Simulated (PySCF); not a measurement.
## Radial density of Re (rhenium, neutral)

TPSS, [Xe] 4f14 5d5 6s2, high-spin 6S determinant. All numbers are calculated (PySCF 2.14, a scalar-relativistic core potential, in aug-cc-pVDZ-PP with ECP60MDF (5s5p4d2f, 54 functions)). This is the valence pseudo-density: the core potential removes the inner electrons and smooths the orbitals near the nucleus.

| r (bohr) | 4πr²ρ (e/bohr) | 4πr²(ρα − ρβ) |
| --- | --- | --- |
| 0.133 | 3.581e-05 | 0.0000 |
| 0.223 | 0.0003656 | 0.0001 |
| 0.375 | 0.04451 | 0.0044 |
| 0.631 | 3.066 | 0.2291 |
| 1.06 | 11.77 | 2.2899 |
| 1.79 | 5.050 | 2.7352 |
| 3.00 | 1.457 | 0.6973 |
| 5.05 | 0.1905 | 0.0105 |
| 8.50 | 0.003775 | -0.0019 |

Energies and moments cover only the electrons outside the core potential. Spin-orbit coupling, which splits the p, d and f shells strongly at this Z, is absent.
